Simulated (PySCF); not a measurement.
# Magnetisability: SMILES O=CN/C=C/OC=O, C₄H₅NO₃

Cartesian coordinates in Å; atom numbers follow the order of the lines, from 1:
```xyz
13

O    -2.971   -0.924    1.538
C    -2.831   -0.369    0.482
N    -1.636    0.012   -0.050
C    -0.431   -0.211    0.591
C     0.745    0.153    0.089
O     1.909   -0.101    0.786
C     3.058    0.283    0.241
O     3.203    0.836   -0.809
H    -3.673   -0.103   -0.181
H    -1.612    0.474   -0.948
H    -0.521   -0.708    1.545
H     0.879    0.654   -0.861
H     3.876    0.005    0.923
```

Level of theory: PySCF 2.14.0, GIAO B3LYP/pcSseg-1 magnetisability, rotational g tensor and spin-rotation constants, non-relativistic, gas phase. Geometry: GFN2-xTB.

**Question.** How diamagnetic is it, and how anisotropic?

**Answer.** Isotropic -868 × 10⁻³⁰ J/T², or -52.3 × 10⁻⁶ cm³/mol; principal values -1095, -861, -649 × 10⁻³⁰ J/T², anisotropy 386 × 10⁻³⁰ J/T² (root of half the summed squared differences of the principal values). The susceptibility is in cgs units.

**Question.** Split it along the inertial axes a, b, c into diamagnetic and paramagnetic parts about the centre of mass, with the quadrupole moment.

**Answer.** 
```
axis  χ (10⁻⁶ cm³/mol)  diamagnetic (10⁻⁶ cm³/mol)  paramagnetic (10⁻⁶ cm³/mol)  summed x² of all electrons (Å²)  quadrupole Θ (D Å)
   a             -50.1                      -202.9                        152.8                            369.3              -12.90
   b             -40.8                     -1608.1                       1567.3                             38.1               +9.19
   c             -65.9                     -1728.6                       1662.7                              9.7               +3.71
```
Anisotropies 2χaa − χbb − χcc = +6.5 and 2χbb − χaa − χcc = +34.4 × 10⁻⁶ cm³/mol. Θ is traceless in Buckingham's convention.

**Question.** And the rotational g tensor?

**Answer.** 
| axis | rotational constant (GHz) | g | nuclear part | electronic part |
| --- | --- | --- | --- | --- |
| a | 10.3020 | -0.1406 | 0.5989 | -0.7395 |
| b | 0.7376 | -0.0178 | 0.5253 | -0.5431 |
| c | 0.6883 | -0.0074 | 0.5302 | -0.5377 |

Asymmetric top; isotopes 12C, 1H, 14N, 16O; no vibrational averaging.
